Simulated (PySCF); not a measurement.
## Heteronuclear NMR

Bonds (- single, = double, # triple, : aromatic): C1-O2, O2-C3, C3-Si4, Si4-Si5, Si4-Si6, Si4-C7, C7-C8, C7=O9. C1 carries H10, H11, H12; C3 carries H13, H14; Si5 carries H15, H16, H17; Si6 carries H18, H19, H20; C8 carries H21, H22, H23.

A single conformation, no relativistic terms, one averaged value for each set of equivalent atoms, no solvent. Structure optimised with GFN2-xTB; NMR shieldings at PBE0/pcSseg-1/GIAO; PySCF 2.14.

**Question.** Predict the ²⁹Si NMR data.

**Answer.** 
```
  atoms                  environment  σ (ppm)  δ (ppm)
    Si4  silicon bonded to 2 C, 2 Si    410.0    -57.0
Si5/Si6    silicon bonded to Si, 3 H    461.1    -99.1
```

Shieldings were converted by a linear fit to measured shifts: ²⁹Si (scatter 8.9 ppm rms, 25.8 ppm with the 6 outliers that the fit left out vs TMS, solution or neat liquid). Occasional misses reach two or three times the rms, and more in compound classes unlike the fitted ones.

On a 300 MHz spectrometer ²⁹Si resonates near 59.6 MHz, so 1 ppm is 59.6 Hz.

**Question.** What are the ¹⁷O shifts?

**Answer.** 
| atoms | environment | σ (ppm) | δ (ppm) |
| --- | --- | --- | --- |
| O9 | carbonyl oxygen | -526.2 | 746.0 |
| O2 | ether oxygen | 315.7 | -20.9 |

Shieldings were converted by a linear fit to measured shifts: ¹⁷O (scatter 10.7 ppm rms, 12.2 ppm with the 3 outliers that the fit left out vs liquid water, solution or neat liquid). Occasional misses reach two or three times the rms, and more in compound classes unlike the fitted ones.

On a 400 MHz spectrometer ¹⁷O resonates near 54.2 MHz, so 1 ppm is 54.2 Hz.
